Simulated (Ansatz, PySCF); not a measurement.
This Ansatz (a first-principles code) input computes a BLYP/def2-TZVPD energy:

Ansatz 0.2 input:
```yaml
crystal:
  periodic: [false, false, false]
  atoms:
    - {symbol: Sn, position_ang: [-0.13533936, -0.20004737, -0.10239354]}
    - {symbol: F, position_ang: [-1.15516598, 1.43207805, -0.02636242]}
    - {symbol: F, position_ang: [0.45204154, -0.53904553, 1.70030565]}
    - {symbol: F, position_ang: [1.45500976, 0.21834178, -1.10509022]}
basis:
  gaussian:
    orbitals: def2-TZVPD
hamiltonian:
  xc: {name: BLYP}
magnetization: {spin_polarized: true, initial_magnetization: 1}
output: {forces: true}
```

Q: Write an input for the same energy in PySCF and say what it gives.

A: 
```python
from pyscf import gto, scf, dft

mol = gto.M(
    atom='''
    Sn   -0.13533936   -0.20004737   -0.10239354
    F    -1.15516598    1.43207805   -0.02636242
    F     0.45204154   -0.53904553    1.70030565
    F     1.45500976    0.21834178   -1.10509022
    ''',
    basis='def2-tzvpd',
    ecp='def2-tzvp',
    charge=0,
    spin=1,
    verbose=4,
)

mf = dft.UKS(mol, xc='blyp').density_fit(auxbasis='def2-universal-jkfit')
mf.grids.level = 3
mf.conv_tol = 1e-9
mf.max_cycle = 100
mf.max_memory = 1500
mf.kernel()
if not mf.converged:
    mf = mf.newton()
    mf.kernel(mf.make_rdm1())
for _ in range(2):
    mo, _, stable, _ = mf.stability(return_status=True)
    if stable:
        break
    mf.kernel(mf.make_rdm1(mo, mf.mo_occ))
mf.analyze()
```
It gives -513.98524 Eh, and Ansatz -513.98519 Eh, a difference of 0.05 mEh, from the treatment of integrals and grids.

It need not be the lowest isomer of its formula.
